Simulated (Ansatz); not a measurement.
Basis-set extrapolation for `CO[SiH](N)Cl` (PBE0-D4/def2-TZVP geometry, frozen core, Ansatz). Multiplicity 1, RHF reference.

```
                      def2-TZVPP   def2-QZVPP
                 HF  -919.340301  -919.371155
    MP2 correlation    -0.933002    -1.008696
CCSD(T) correlation    -1.016326      not run
```

Energies in hartree. Use E(X) = E(∞) + A·exp(−7.88·√X) for Hartree–Fock and E(X) = E(∞) + B·X^(−2.97) for correlation, with X = 3 and 4, and add CCSD(T) minus MP2 of the smaller set to the MP2 limit.

Question: What is the CCSD(T) energy at the basis-set limit?

Answer: HF limit: -919.371155 + (-0.030854) × 0.13774 = -919.37540. MP2 limit: -1.008696 + (-0.075694) × 0.74074 = -1.06477. Higher-order term: -1.016326 − (-0.933002) = -0.08332. Total: -920.52349 hartree, 438.1 kJ/mol below CCSD(T)/def2-TZVPP.
